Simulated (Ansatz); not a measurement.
C2H4BrFSi, SMILES `F[Si]1(Br)CC1`, relaxed with RKS PBE0-D4/def2-TZVP in the Gaussian-basis code of Ansatz from a PBE-D4/def2-SVP geometry. The force threshold is 0.005 eV/Å; the program also tests the step.

Charge 0, multiplicity 1.

Start:

```xyz
9

F    -0.672   -2.079    0.957
Si   -0.696   -0.491    0.570
Br   -2.482    0.453    1.471
C     0.038    0.073   -1.015
C     0.881    0.408    0.305
H     0.498   -0.663   -1.698
H    -0.377    0.941   -1.556
H     0.966    1.479    0.560
H     1.845   -0.122    0.406
```

| step | energy (eV) | largest force (eV/Å) | largest move (Å) |
| --- | --- | --- | --- |
| 1 | -82767.9351 | 1.462 | 0.000 |
| 2 | -82767.9977 | 0.898 | 0.028 |
| 3 | -82768.0168 | 0.046 | 0.031 |
| 4 | -82768.0171 | 0.028 | 0.004 |
| 5 | -82768.0172 | 0.010 | 0.002 |
| 6 | -82768.0172 | 0.007 | 0.002 |
| 7 | -82768.0172 | 0.003 | 0.003 |

End:

```xyz
9

F    -0.670   -2.033    0.946
Si   -0.680   -0.493    0.560
Br   -2.447    0.446    1.448
C     0.029    0.065   -1.005
C     0.870    0.401    0.312
H     0.501   -0.646   -1.677
H    -0.377    0.924   -1.529
H     0.952    1.455    0.555
H     1.821   -0.118    0.390
```

Hardware: 4 threads of an Intel Xeon Platinum 8259CL on a shared host. Wall time 36 s, peak host memory 0.64 GiB.
